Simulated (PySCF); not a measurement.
C5H8Si, SMILES C#C[C@@H]1C[C@@H]1[SiH3].

The structure is a stationary point at ωB97X-D3(BJ)/def2-SVP. The structure was generated by enumeration; whether it is a known compound was not checked.

Method: TDDFT-B3LYP/def2-SVPD (PySCF).

Vertical excitations. Isolated molecule, no solvent.

List the lowest excited states. (The exact figures need the calculation; the answer reports its results.)


```json
[
 {"state": "S1", "energy (eV)": "6.03", "λ (nm)": "206", "f": "0.001", "main pairs": "HOMO→LUMO 79 %"},
 {"state": "S2", "energy (eV)": "6.41", "λ (nm)": "193", "f": "0.008", "main pairs": "HOMO−1→LUMO 40 %, HOMO→LUMO+1 37 %"},
 {"state": "S3", "energy (eV)": "6.63", "λ (nm)": "187", "f": "0.002", "main pairs": "HOMO−1→LUMO+1 67 %"},
 {"state": "S4", "energy (eV)": "6.85", "λ (nm)": "181", "f": "0.016", "main pairs": "HOMO→LUMO+2 55 %, HOMO→LUMO 14 %, HOMO→LUMO+1 12 %"},
 {"state": "S5", "energy (eV)": "7.12", "λ (nm)": "174", "f": "0.043", "main pairs": "HOMO→LUMO+3 38 %, HOMO−1→LUMO 17 %, HOMO→LUMO+2 17 %, HOMO→LUMO+1 15 %"},
 {"state": "S6", "energy (eV)": "7.19", "λ (nm)": "172", "f": "0.038", "main pairs": "HOMO→LUMO+3 28 %, HOMO−1→LUMO+2 25 %, HOMO−1→LUMO 21 %, HOMO−1→LUMO+1 6 %"},
 {"state": "S7", "energy (eV)": "7.29", "λ (nm)": "170", "f": "0.003", "main pairs": "HOMO→LUMO+4 74 %"},
 {"state": "S8", "energy (eV)": "7.38", "λ (nm)": "168", "f": "0.024", "main pairs": "HOMO→LUMO+5 86 %"},
 {"state": "S9", "energy (eV)": "7.47", "λ (nm)": "166", "f": "0.001", "main pairs": "HOMO→LUMO+6 76 %"},
 {"state": "S10", "energy (eV)": "7.52", "λ (nm)": "165", "f": "0.014", "main pairs": "HOMO−1→LUMO+3 50 %, HOMO−1→LUMO+2 33 %"},
 {"state": "T1", "energy (eV)": "5.22", "λ (nm)": "238", "f": "0", "main pairs": "HOMO→LUMO+1 36 %, HOMO−1→LUMO 20 %, HOMO→LUMO+4 8 %, HOMO−1→LUMO+6 7 %"},
 {"state": "T2", "energy (eV)": "5.58", "λ (nm)": "222", "f": "0", "main pairs": "HOMO→LUMO 53 %, HOMO−1→LUMO+1 10 %, HOMO→LUMO+2 10 %, HOMO→LUMO+6 9 %"},
 {"state": "T3", "energy (eV)": "5.67", "λ (nm)": "219", "f": "0", "main pairs": "HOMO−1→LUMO 34 %, HOMO→LUMO+1 24 %, HOMO−1→LUMO+6 8 %, HOMO−1→LUMO+2 7 %"},
 {"state": "T4", "energy (eV)": "6.32", "λ (nm)": "196", "f": "0", "main pairs": "HOMO−1→LUMO+1 50 %, HOMO→LUMO 23 %, HOMO−1→LUMO+4 9 %"}
]
```
Triplets are in the Tamm–Dancoff approximation, which puts them higher than full response would, so one can lie above its singlet here.
